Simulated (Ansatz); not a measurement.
`CN(C)B(Cl)Cl` + `[OH][GeH2][SeH]` → `C[Se][GeH2][OH]` + `CNB(Cl)Cl`  (substitution at a C–N bond)

Isolated molecules relaxed with PBE0-D4/def2-TZVP in Ansatz; ΔE leaves out vibrations. CCSD(T)/CBS adds triple-zeta CCSD(T) − MP2 to the extrapolated MP2 energy (def2 sets, frozen cores). Functionals use def2-TZVPP. For Ge, Se outer-core shells are correlated without core-valence functions, which leaves a few kJ/mol of doubt a bond. Scalar relativity is left out up to krypton. One conformer a species, not always the lowest.

```json
{"level": "r2SCAN-D4", "ΔE (kcal/mol)": "-5.1"}
{"level": "PBE0-D4", "ΔE (kcal/mol)": "-4.9"}
{"level": "B2PLYP", "ΔE (kcal/mol)": "-5.4"}
{"level": "PBE", "ΔE (kcal/mol)": "-5.5"}
{"level": "SCS-MP2/def2-TZVPP", "ΔE (kcal/mol)": "-5.2"}
{"level": "CCSD/def2-TZVPP", "ΔE (kcal/mol)": "-4.8"}
{"level": "CCSD(T)/def2-TZVPP", "ΔE (kcal/mol)": "-4.6"}
{"level": "CCSD/CBS(def2)", "ΔE (kcal/mol)": "-5.1"}
```

Task: What does CCSD(T)/CBS give? (Estimate.)

Result: Computed: -4.9 kcal/mol. The listed levels differ from it by -0.2, 0.0, -0.5, -0.6, -0.3, 0.1, 0.3, -0.2 kcal/mol.

Largest T1 diagnostic among the species: 0.011.

In def2-TZVPP, CCSD(T) changes the Hartree–Fock value by +1.2 kcal/mol (the triples alone add +0.2 kcal/mol) and MP2 by +0.7 kcal/mol.

CCSD(T)/CBS has its own doubt, a few kJ/mol and more with outer-core shells, so smaller differences from it don't rank the levels.
